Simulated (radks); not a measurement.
The numbers below are computed, except where a source is named.
Question: The mean radii <r> (bohr) of the occupied orbitals of an atom or ion are listed with their occupations. Code: a radial shooting solver on a logarithmic mesh with Libxc functionals. Model: Dirac Kohn-Sham, LDA (Slater exchange, Perdew-Wang correlation), spin-unpolarised, spherical densities, point nucleus.

orbital     occ.      <r>
1s1/2          2  0.01774
2s1/2          2  0.07430
2p1/2          2  0.06134
2p3/2          4  0.06953
3s1/2          2   0.1931
3p1/2          2   0.1832
3p3/2          4   0.1981
3d3/2          4   0.1730
3d5/2          6   0.1776
4s1/2          2   0.4146
4p1/2          2   0.4147
4p3/2          4   0.4419
4d3/2          4   0.4400
4d5/2          6   0.4480
4f5/2    1.71429   0.4319
4f7/2    2.28571   0.4353

Name the element and its charge. Open shells, if any, are shared by 2j + 1.

Answer: Z = 76, osmium, charge +26: Os26+ in [Kr] 4d10 4f4. The 1s radius gives Z: for a bare nucleus <r> = (2 gamma + 1)/(2Z) with gamma = sqrt(1 - (Z/c)^2), 0.01753 bohr for Z = 76, and screening makes it slightly larger (0.01774 here). The occupations add up to 50, and the charge is Z minus that.
